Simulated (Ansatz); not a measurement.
Program: Ansatz. Geometries: PBE0-D4/def2-TZVP. ΔE: electronic, gas phase. CCSD(T)/CBS adds triple-zeta CCSD(T) − MP2 to the extrapolated MP2 energy (def2 sets, frozen cores). This one scheme is used for every species. Functionals use def2-TZVPP. HSE06 is defined as in plane-wave codes. Each species was taken in one conformer, which may not be the lowest.

`[SiH3]O[SiH](Cl)Cl` + NH₃ → `N[SiH](Cl)O[SiH3]` + HCl  (ligand exchange at the Si–Cl bond)

`[SiH3]O[SiH](Cl)Cl`:

Z-matrix (Å, degrees):
```
Si
O 1 1.649
H 1 1.483 2 109.5
H 1 1.481 2 107.2 3 -119.7
H 1 1.483 2 109.6 3 120.7
Si 2 1.607 1 146.6 3 -62.2
Cl 6 2.039 2 110.0 1 56.7
Cl 6 2.039 2 110.0 1 -62.7
H 6 1.468 2 109.9 1 177.0
```

NH₃:

```xyz
4

N    -0.194   -0.008    0.205
H     0.649    0.467    0.504
H     0.079   -0.937   -0.093
H    -0.535    0.478   -0.615
```

`N[SiH](Cl)O[SiH3]`:

```xyz
11

N    -1.686   -0.765    1.282
Si   -0.897    0.447    0.403
Cl   -1.625    0.729   -1.516
O     0.661    0.031    0.243
Si    1.909    0.040   -0.826
H    -1.562   -1.737    1.046
H    -2.597   -0.591    1.674
H    -1.076    1.737    1.093
H     3.136   -0.312   -0.072
H     1.674   -0.964   -1.893
H     2.062    1.385   -1.435
```

HCl:

Cartesian coordinates in Å:
```
Cl 0.399 0.460 0.194
H -0.399 -0.460 -0.194
```

```
         level  ΔE (kJ/mol)
   LDA (SPW92)         29.8
    r2SCAN0-D4         35.7
      HSE06-D4         37.7
MP2/def2-QZVPP         37.6
```

Task: What does CCSD(T)/CBS give? (Estimate.)

Result: Ansatz gave: +35.3 kJ/mol. The listed levels differ from it by -5.5, 0.4, 2.4, 2.3 kJ/mol.

Largest T1 diagnostic among the species: 0.010.

From BLYP to BHLYP (50 % exact exchange), in def2-TZVPP and without D4, ΔE moves by −3.3 kJ/mol. Leaving LDA and LC-ωPBE aside and taking each functional with its dispersion term where it has one, the values, not all of them listed here, spread over 7.8 kJ/mol, from CAM-B3LYP-D4 to PBE-D4. LDA lies −9.0 kJ/mol from PBE without D4. At CCSD(T), def2-SVP lies −3.8 kJ/mol from the extrapolated value and def2-TZVPP −3.1 kJ/mol.
